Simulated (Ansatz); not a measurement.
Frontier orbitals of B2ClF2HOSi (`FB(Cl)B1O[SiH]1F`).

```xyz
8

F     2.412   -0.191    1.554
B     1.767   -0.488    0.445
Cl    2.679   -1.202   -0.870
B     0.144   -0.124    0.205
O    -1.039   -0.779    0.343
Si   -1.453    0.737   -0.339
F    -2.047    0.602   -1.807
H    -2.462    1.444    0.469
```

The species carries charge 0 and has multiplicity 1. The structure was optimised at the PBE0-D4/def2-TZVP level. It is one conformer, not always the lowest. Basis def2-TZVPP, the Gaussian-basis code of Ansatz.

Orbital energies of one run (eV). Highest occupied ones, from the top: -6.10, -8.04, -8.62, -8.83, -9.44, -9.91, -10.71, -11.27, -11.43, -11.61, -11.88, -11.91, -12.77, -13.90. Empty: -2.59, -2.48, -1.08, 0.04, 0.65, 0.92.

Question: Which functional gave them?
A. revPBE
B. PBE0
C. B3LYP
D. HSE06 (plane-wave form)

Answer: A. HOMO energies: revPBE -6.10, HSE06 -6.96, B3LYP -7.17, PBE0 -7.36 eV.

B3LYP here is the variant with VWN-RPA as its local correlation; programs differ in this.
